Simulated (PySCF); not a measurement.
Species: PhCH2CH2F, C8H9F.
Numbering: `[F:1][CH2:2][CH2:3][c:4]1[cH:5][cH:6][cH:7][cH:8][cH:9]1` (hydrogens: H10, H11 on C2; H12, H13 on C3; H14 on C5; H15 on C6; H16 on C7; H17 on C8; H18 on C9)

Torsions of this conformer, `[F:1][CH2:2][CH2:3][c:4]1[cH:5][cH:6][cH:7][cH:8][cH:9]1`: F1–C2–C3–C4 -179°, C2–C3–C4–C5 87°.

The closed-shell ground state was solved at several levels (PySCF, density fitting, gas phase, non-relativistic). The structure is a single PBE0-D3(BJ)/def2-SVP conformer in the gas phase; no vibrational or solvent corrections.

```csv
level,basis functions,HOMO (eV),LUMO (eV),gap (eV),dipole (D)
KT2/pcSseg-1,198,-6.29,-1.29,5.00,1.67
CAM-B3LYP/def2-SVPD,255,-8.49,0.62,9.11,1.92
```

Estimate the row for PBE0/pcSseg-1, a basis of 198 functions; the other rows only guide the guess.

HOMO -7.29 eV, LUMO -0.41 eV, gap 6.88 eV, dipole 1.78 D.

Over all these levels, which gives the widest orbital gap and which the narrowest?

CAM-B3LYP/def2-SVPD (range-separated hybrid) has the widest, 9.11 eV, and KT2/pcSseg-1 (GGA) the narrowest, 5.00 eV. Functional and basis both differ between the two, so the spread mixes both effects.

How far do the dipole and the HOMO energy spread over the levels?

The dipole runs from 1.67 to 1.92 D (mean 1.79 D) and the HOMO from -8.49 to -6.29 eV.
